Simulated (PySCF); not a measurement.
How methods differ on the excitation energy of S

S [Ne] 3s2 3p4 (3P) → S [Ne] 3s1 3p5 (3P), as a difference of total energies. All numbers are calculated (PySCF 2.14, scalar relativity by spin-free X2C-1e, in x2c-TZVPPall with one added diffuse shell each of s, p, d type (6s6p4d1f, 51 functions)). Correlated levels: valence and next inner shell: 1s2 frozen. The calculations carry no spin-orbit coupling.

```tsv
method	excitation energy (eV)	error (eV)
UHF	11.585	+2.657
MP2 (valence and next inner shell)	10.525	+1.597
SCS-MP2 (valence and next inner shell)	10.403	+1.475
CCSD (valence and next inner shell)	9.658	+0.730
CCSD(T) (valence and next inner shell)	9.075	+0.147
```

Reference: 8.928 eV (measured; NIST levels, between the centres of gravity of the two terms).

Errors of the correlated levels include the incompleteness of this basis and the frozen core.

The upper state lies above the first ionisation limit, where it may autoionise and the basis confines it.

The coupled-cluster amplitudes are large for the upper state (T1 above 0.03 or a double amplitude above 0.15), so a single reference is strained.
